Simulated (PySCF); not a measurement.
# Polarisability and C₆ of Hf⁺ (hafnium, charge +1)

[Xe] 4f14 5d1 6s2, 2D determinant. Calculation: PySCF 2.14, in x2c-TZVPPall with one added diffuse shell each of s, p, d, f type (12s8p8d4f1g, 113 functions); the spin-free X2C one-electron Hamiltonian (Gaussian nucleus). Coupled (time-dependent) response in atomic units; α is the mean over directions.

| method | mean α (bohr³) | α xx, yy, zz | C₆ (like pair) | S(−4) |
| --- | --- | --- | --- | --- |
| MN15 | 47.39 | 47.59, 47.59, 46.97 | 455.3 | 831.8 |

S(−4) is the Cauchy moment in α(ω) = α(0) + S(−4) ω² + …

Spin-orbit coupling is absent.

α(iu) at MN15:

```csv
u (hartree),α(iu) (bohr³)
0,47.39
0.0500,45.41
0.100,40.47
0.200,28.91
0.300,20.42
0.500,11.70
0.750,7.227
1.00,5.090
1.50,3.035
2.00,2.039
3.00,1.097
5.00,0.4593
```

A single London oscillator, α(iu) = α/(1 + u²/ω²), gives C₆ = (3/4) ω α². Matching the computed C₆ needs ω = 4 × 455.3 / (3 × 47.39²) = 0.270 hartree.

For an ion, C₆ is the dispersion term alone; charge-induced terms of lower order in 1/R come first.

The components differ because the open shell of this determinant is not spherical; for a pure term their mean is the scalar polarisability.

Spin-orbit coupling, absent here, splits the open shell strongly. ⟨S²⟩ = 0.94 against 0.75 shows spin contamination.
